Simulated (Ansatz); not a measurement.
Species: CH₃I₃OSn, SMILES `C[O][Sn]([I])([I])[I]` (C–O–Sn–I torsion 180°) (charge 0, multiplicity 1).

**Question.** Give a relaxed geometry from Ansatz (a program for electronic structure) with PBE-D3(BJ)/def2-SVP.

**Answer.** Several could match; the one computed here: the end point of this relaxation, one of several conformers (outside a Z-matrix the atoms follow the SMILES, hydrogens last).
Bonds (Å): C1–O2 1.418, C1–H7 1.111, C1–H8 1.115, C1–H9 1.115, O2–Sn3 2.008, Sn3–I4 2.694, Sn3–I5 2.717, Sn3–I6 2.717. Angles (°): O2–C1–H7 107.0, O2–C1–H8 112.9, O2–C1–H9 112.9, H7–C1–H8 107.7, H7–C1–H9 107.7, H8–C1–H9 108.4, C1–O2–Sn3 119.0, O2–Sn3–I4 104.7, O2–Sn3–I5 108.8, O2–Sn3–I6 108.9, I4–Sn3–I5 112.3, I4–Sn3–I6 112.3, I5–Sn3–I6 109.7.
